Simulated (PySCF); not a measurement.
C5H9O3 (SMILES COC[CH]OC(C)=O), doublet, geometry from GFN2-xTB. Base run: PBE/STO-3G in PySCF.

PySCF was given this input:
```python
from pyscf import gto, scf, dft

mol = gto.Mole()
mol.atom = '''
    C     3.414593   -0.609947   -0.310034
    O     2.457916    0.314918    0.143536
    C     1.137628   -0.123445   -0.061754
    C     0.224546    0.917613    0.454378
    O    -1.117704    0.872543    0.437856
    C    -1.845700   -0.149177   -0.061232
    C    -3.314333    0.155219    0.066355
    O    -1.372849   -1.152748   -0.547174
    H     4.388883   -0.172622   -0.103185
    H     3.315515   -0.790522   -1.387380
    H     3.323989   -1.568000    0.216270
    H     0.965519   -1.090683    0.449144
    H     0.954134   -0.314796   -1.136809
    H     0.622736    1.811374    0.897271
    H    -3.883870   -0.761128   -0.053120
    H    -3.521276    0.609633    1.031148
    H    -3.604926    0.857457   -0.713359
'''
mol.basis = 'sto-3g'
mol.charge = 0
mol.spin = 1
mol.verbose = 4
mol.build()

mf = dft.UKS(mol)
mf.xc = 'pbe'
mf.kernel()
```

Each row names what was changed in the base input (with any setting that the change needs).

```
change                                           ΔE vs base (mEh)  fitting functions  dipole (D)
-----------------------------------------------  ----------------  -----------------  ----------
base                                                        0.000                  -        0.42
auxbasis = def2-svp-ri                                    -32.467                510        0.42
auxbasis = even-tempered beta=1.6                          -8.075                623        0.41
auxbasis = def2-tzvp-ri                                    -2.269                743        0.42
auxbasis = def2-universal-jfit                             -4.240                491        0.42
auxbasis = cc-pvtz-ri                                      -2.620                918        0.42
auxbasis = default (with mf = mf.density_fit())            -2.791                768        0.42
auxbasis = def2-universal-jkfit                            -2.791                768        0.42
auxbasis = even-tempered beta=2.0                          -8.857                445        0.41
auxbasis = even-tempered beta=3.0                         -19.302                291        0.41
```

A fitting set is made for a task (jfit for Coulomb, jkfit for Coulomb and exchange, ri for correlation) and for a family of orbital bases.

Open shells are given as the SCF converged; they aren't shown to be the lowest states, and a large step between rows can be another state.
